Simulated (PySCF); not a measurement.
Molecule: `O1[C@H](OC=O)CCC1`, C$_{5}$H$_{8}$O$_{3}$.

Cartesian coordinates in Å; atom numbers follow the order of the lines, from 1:
```xyz
16

O     3.177   -0.903    0.745
C     2.692   -0.389   -0.217
O     1.426   -0.061   -0.403
C     0.496   -0.267    0.684
C    -0.751   -0.971    0.120
C    -1.810    0.141    0.079
C    -0.999    1.403    0.399
O     0.092    0.953    1.189
H     3.254   -0.128   -1.131
H     1.022   -0.815    1.473
H    -0.526   -1.361   -0.871
H    -1.049   -1.795    0.765
H    -2.299    0.214   -0.889
H    -2.566   -0.025    0.845
H    -0.624    1.871   -0.519
H    -1.544    2.140    0.988
```

Frames of a GFN2-xTB Langevin trajectory at 400 K; GIAO PBE0/pcSseg-1 shieldings in PySCF 2.14.0 with density-fitted response routines, gas phase, non-relativistic; equivalent atoms averaged within each frame.

δ = σ(ref) − σ, references computed at the same level: $^{17}$O (336.08 ppm) vs H2O; TMS for $^{13}$C (186.93 ppm) and $^{1}$H (31.72 ppm). The references are static minima.

Task: How do the shifts (ppm) fluctuate along the trajectory?

Result: 
```tsv
time (fs)	O1	O3	O8	C2	C4	C7	C5	C6	H9	H10
250	412.6	262.3	112.3	162.4	99.0	66.4	42.6	16.9	8.45	7.44
425	441.0	258.4	108.9	164.9	100.1	65.3	33.9	20.3	8.69	7.40
625	393.2	272.9	115.3	154.8	99.7	74.6	41.4	32.2	8.37	7.25
800	425.0	281.4	132.1	164.9	114.2	73.3	28.6	27.0	8.50	7.71
1000	461.5	282.4	101.4	168.2	92.1	63.1	48.8	25.6	9.12	6.40
mean of frames	426.7	271.5	114.0	163.0	101.0	68.5	39.1	24.4	8.63	7.24
standard deviation	26.2	10.9	11.4	5.0	8.1	5.1	7.9	6.0	0.30	0.50
```

5 frames give an uncertainty of the mean of about the standard deviation over 2.2 at best, since frames this close in time may not be independent; classical motion lacks zero-point vibration, and the reference would need the same averaging.
